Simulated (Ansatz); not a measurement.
Consider the ligand exchange at a Ti–N bond: `[NH2][Ti]([OH])([OH])[OH]` + H₂Se → `[OH][Ti]([OH])([OH])[SeH]` + NH₃.

Program: Ansatz. Geometries: PBE0-D4/def2-TZVP. ΔE: electronic, gas phase. CCSD(T)/CBS adds triple-zeta CCSD(T) − MP2 to the extrapolated MP2 energy (def2 sets, frozen cores). This one scheme is used for every species. Functionals use def2-TZVPP. B3LYP here is the variant with VWN-RPA as its local correlation; programs differ in this. HSE06 is defined as in plane-wave codes. For Se, Ti outer-core shells are correlated without core-valence functions, which leaves a few kJ/mol of doubt a bond. Scalar relativity is left out up to krypton. Each species was taken in one conformer, which may not be the lowest.

| level | ΔE (kJ/mol) | difference from CCSD(T)/CBS |
| --- | --- | --- |
| BLYP-D4 | -39.4 | 2.9 |
| r2SCAN-D4 | -45.4 | -3.1 |
| B3LYP-D4 | -40.2 | 2.1 |
| PBE | -43.7 | -1.4 |
| r2SCANh | -44.8 | -2.5 |
| r2SCAN0 | -44.4 | -2.1 |
| HSE06 | -44.2 | -1.9 |
| BHLYP | -35.8 | 6.5 |
| LC-ωPBE | -35.6 | 6.7 |
| CCSD/def2-TZVPP | -35.2 | 7.1 |
| CCSD(T)/CBS | -42.3 | 0 |

Largest T1 diagnostic among the species: 0.024, so the coupled-cluster value is less sure than usual.

Leaving LDA and LC-ωPBE aside and taking each functional with its dispersion term where it has one, the values, not all of them listed here, spread over 14.7 kJ/mol, from PBE-QIDH to CAM-B3LYP-D4. At CCSD(T), def2-SVP lies +5.4 kJ/mol from the extrapolated value and def2-TZVPP +1.1 kJ/mol. In def2-TZVPP, CCSD(T) changes the Hartree–Fock value by −9.0 kJ/mol (the triples alone add −6.0 kJ/mol) and MP2 by −18.3 kJ/mol.
